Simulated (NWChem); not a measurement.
A series in which one site is exchanged, each optimised at PBE0/def2-SVP with NWChem, gas phase unless a solvent is named. All stand in one matching conformer (torsions within 35°), which need not be the lowest. Some are not confirmed as minima by frequencies. def2 effective core potentials on Sb, Bi; no spin-orbit coupling.

A: [OH][Bi]([OH])[F] (BiH2O2F; site = Bi)
B: [OH][Sb]([OH])[F] (SbH₂O₂F; site = Sb)
C: [OH][Sc]([F])[OH] (ScH₂O₂F; site = Sc)

Problem. Rank them by dipole (D), PBE0/def2-SVP, lowest first.

Solution. B (0.69), A (1.42), C (2.58)
